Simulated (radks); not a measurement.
Neutral mercury is in [Hg]. All-electron calculation, scalar-relativistic Kohn-Sham, PBE, spin-polarised, spherical densities, finite nucleus; Fermi nuclear charge, rms radius of each element as measured or else 0.836 A^(1/3) + 0.57 fm. Program: a radial shooting solver on a logarithmic mesh with Libxc functionals. Open shells are filled with parallel spins first. One electron is removed from 6s, 4f, 5p, 5d in turn, with full relaxation. Which removal costs least, and what does each cost?

Answer. 6s 10.474 eV; 5d 15.355 eV; 5p 73.037 eV; 4f 107.91 eV. The 6s electron leaves first.
